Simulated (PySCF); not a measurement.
Zn(Br)(OSiH3) (BrH3OSiZn), SMILES [Br][Zn][O][SiH3].

Coordinates come from a TPSSh-D3(BJ)/def2-SVP optimisation. The structure was generated by enumeration; whether it is a known compound was not checked. The values are those of a single conformer.

Two levels are set side by side: PBE/def2-TZVP (PySCF) and r2SCAN/def2-TZVP (PySCF). Same geometry, gas phase. Differences are taken from unrounded values.

```csv
quantity,PBE
orbital gap (eV),4.43
highest occupied level (eV),-7.04
lowest empty level (eV),-2.61
dipole moment (D),0.20
mean polarisability (bohr³),74.4
```

These are the PBE values. What does r2SCAN give? (Estimate from the structure and the level; the computed values follow.)


| quantity | r2SCAN | PBE minus r2SCAN |
|---|---|---|
| orbital gap (eV) | 5.05 | -0.62 |
| highest occupied level (eV) | -7.38 | 0.33 |
| lowest empty level (eV) | -2.33 | -0.28 |
| dipole moment (D) | 0.16 | 0.04 |
| mean polarisability (bohr³) | 71.3 | 3.1 |

Rough cost on one machine, each run with all the roots and properties that it gave: r2SCAN against PBE about 3 times.
